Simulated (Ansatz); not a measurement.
AlH$_{4}$NOSi, 8 atoms. Charge 0, multiplicity 1. All runs use 2 threads of an Intel Xeon 6975P-C on a shared host. Correlated methods freeze the cores.

How many basis functions does each run have, and how long does it take in Ansatz? direct RPA on PBE orbitals/def2-TZVPP energy; RHF-CCSD(T)/def2-SVP energy; RKS PBE-QIDH (frozen core)/def2-TZVPP energy; RHF-MP2/def2-QZVPP energy; RKS PBE0-D4/def2-TZVP frequencies; RKS ωB97M-V/def2-QZVPP energy; RKS PBE0-D4/def2-TZVP relaxation (5 steps); RKS B2PLYP (frozen core)/def2-TZVPP energy; RKS B3LYP-D4/def2-TZVPP energy and forces; RHF-CCSD(T)/def2-TZVPP energy; RKS PBE0-D4/def2-SVP energy; RKS r2SCAN0-D4/def2-TZVPP energy. (An estimate is asked.)

Computed: Other jobs shared the machine, so times are rough.

```
                                level                   job  functions  wall time  peak host memory (GiB)
                 RKS PBE0-D4/def2-SVP                energy         84     0.75 s                    0.16
                 RHF-CCSD(T)/def2-SVP                energy         84      1.4 s                    0.24
            RKS r2SCAN0-D4/def2-TZVPP                energy        202      2.9 s                    0.44
              RKS B3LYP-D4/def2-TZVPP     energy and forces        202        3 s                    0.48
direct RPA on PBE orbitals/def2-TZVPP                energy        202      3.2 s                    0.45
RKS PBE-QIDH (frozen core)/def2-TZVPP                energy        202      3.3 s                    0.45
  RKS B2PLYP (frozen core)/def2-TZVPP                energy        202      3.4 s                    0.45
               RKS ωB97M-V/def2-QZVPP                energy        374       11 s                     1.2
                RKS PBE0-D4/def2-TZVP  relaxation (5 steps)        160       11 s                    0.35
                   RHF-MP2/def2-QZVPP                energy        374       12 s                     1.6
               RHF-CCSD(T)/def2-TZVPP                energy        202       19 s                     2.5
                RKS PBE0-D4/def2-TZVP           frequencies        160       59 s                    0.35
```

B3LYP here is the variant with VWN-RPA as its local correlation; programs differ in this.
